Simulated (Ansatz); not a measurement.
**Loss of HCl: C2H4ClI → C2H3I + HCl**

Species: C2H4ClI `CC(Cl)I`, singlet; C2H3I (vinyl iodide) `C=CI`, singlet; HCl (hydrogen chloride), singlet. 

Shapes, held fixed at every level: PBE0-D4/def2-TZVP. Programs: Ansatz 0.2.0. The zero-point and thermal change to 298 K, harmonic and unscaled (PBE0-D4/def2-TZVP), is -15.7 kJ/mol.

| level | kind | ΔH(298 K) (kJ/mol) | less CCSD(T)/def2-TZVPP | CPU time (sum over the molecules) |
| --- | --- | --- | --- | --- |
| SPW92/def2-TZVPP | LDA | +102.9 | +43.1 | 9.1 s |
| PBE-D4/def2-TZVPP | GGA | +73.8 | +14.0 | 14 s |
| B3LYP-D4/def2-TZVPP | global hybrid | +60.8 | +1.0 | 21 s |
| r2SCAN0-D4/def2-TZVPP | global hybrid | +78.2 | +18.4 | 27 s |
| wB97M-V/def2-TZVPP | range-separated hybrid | +68.4 | +8.6 | 58 s |
| CCSD/def2-SVP | coupled cluster or CI | +59.7 | -0.1 | – |
| CCSD(T)/def2-TZVPP | coupled cluster or CI | +59.8 | 0.0 | 8.4 min |

The highest level, CCSD(T)/def2-TZVPP, gives ΔH(298 K) = +59.8 kJ/mol; the levels span +59.7 to +102.9. The column of differences is taken from that level and isn't an error. No measured value is set beside it here. For atoms past krypton def2 sets carry core potentials with scalar relativity. Correlated rows may include outer-core shells of I, which these sets cover unevenly. Times are processor times on shared x86 and Arm servers, and rough.
